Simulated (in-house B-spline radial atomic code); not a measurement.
Values are calculated unless marked as measured or tabulated.
## Weak and strong correlation along the adiabatic connection

Two-electron singlets in several external potentials (atomic units), by full CI in B-splines with partial waves to l = 8 (correlation energies up to 0.6 % small). The repulsion is scaled by λ at fixed density; W(λ) is the mean repulsion less the Hartree energy, W(0) = E_x, and the area under W from 0 to 1 is E_xc.

Relative drop (W(λ) − E_x)/E_x:

```csv
system,λ = 0.12,λ = 0.25,λ = 0.4,λ = 0.6,λ = 0.8,λ = 1
"ω²r²/2 − Z/r, ω = 0.464, Z = -0.5",0.0280,0.0544,0.0807,0.1101,0.1342,0.1544
"−Z/r, Z = 3.25",0.0062,0.0127,0.0199,0.0291,0.0380,0.0464
"−Z exp(−kr)/r, Z = 2.19, k = 0.181",0.0100,0.0202,0.0315,0.0455,0.0584,0.0705
"−Z exp(−kr)/r, Z = 1.82, k = 0.517",0.0156,0.0312,0.0477,0.0677,0.0856,0.1016
"−V exp(−r²/w²), V = 2.12, w = 3.75",0.0230,0.0452,0.0677,0.0935,0.1153,0.1340
"ω²r²/2 − Z/r, ω = 0.408, Z = 0.7",0.0181,0.0360,0.0545,0.0764,0.0956,0.1124
"−Z/r, Z = 19",0.0010,0.0020,0.0032,0.0047,0.0063,0.0078
```

(1) Order the systems by how far second-order (GL2) theory, half the initial slope (estimated from the first points of each curve), overshoots the correlation energy, least first.
A. −Z/r, Z = 3.25
B. −Z exp(−kr)/r, Z = 1.82, k = 0.517
C. −V exp(−r²/w²), V = 2.12, w = 3.75
D. ω²r²/2 − Z/r, ω = 0.464, Z = -0.5
E. ω²r²/2 − Z/r, ω = 0.408, Z = 0.7
F. −Z exp(−kr)/r, Z = 2.19, k = 0.181
G. −Z/r, Z = 19

(2) What else changes along this order?

## Answers

(1) G (GL2/E_c = 1.01), A (GL2/E_c = 1.08), F (GL2/E_c = 1.13), B (GL2/E_c = 1.21), E (GL2/E_c = 1.26), C (GL2/E_c = 1.33), D (GL2/E_c = 1.38).

(2) The ratio follows the bend of the curve. With it the leading natural occupation goes from 2.000 to 1.927 and −T_c/E_c from 0.99 to 0.72 between the first and the last.
